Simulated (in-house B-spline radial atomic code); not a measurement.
# Nd⁴⁵⁺: [Ne] 3s2 3p3

Method: Dirac-Kohn-Sham PBE, spherical fractional occupations, Fermi nucleus of rms radius 4.9123 fm. Calculated with an all-electron radial atomic-structure program (B-spline basis).

Screening seen three ways: the hydrogenic charge with the same mean radius, Z_r = [3n² - l(l+1)]/(2<r>), the one with the same energy, Z_e = n√(-2ε), and Slater's rules. Values are occupation-weighted means over j. An effective charge above Z reflects the relativistic contraction of the inner shells.

```tsv
shell	electrons	ε (eV)	<r> (bohr)	Z_r	Z_e	Slater
1s	2	-46319	0.02362	63.50	58.35	59.70
2s	2	-9841.2	0.09917	60.50	53.79	55.85
2p	6	-9144.1	0.08715	57.37	51.85	55.85
3s	2	-3880.1	0.2414	55.92	50.66	49.80
3p	3	-3664.8	0.2346	53.29	49.24	49.80
```

The least bound orbital is 3p3/2 at -3620 eV, while the most diffuse is 3s1/2 (<r> = 0.2414 bohr against 0.2377 bohr): energy order and size order differ.

Spin-orbit splittings of the orbital energies (j = l + 1/2 above j = l - 1/2 when positive): 2p 533.8 eV, 3p 135.7 eV.

For the 1s electron the small component carries 4.95 % of the norm, the zero-frequency Breit interaction raises the level by 120 eV, self-energy by 72.09 eV, and vacuum polarisation lowers it by 11.07 eV.
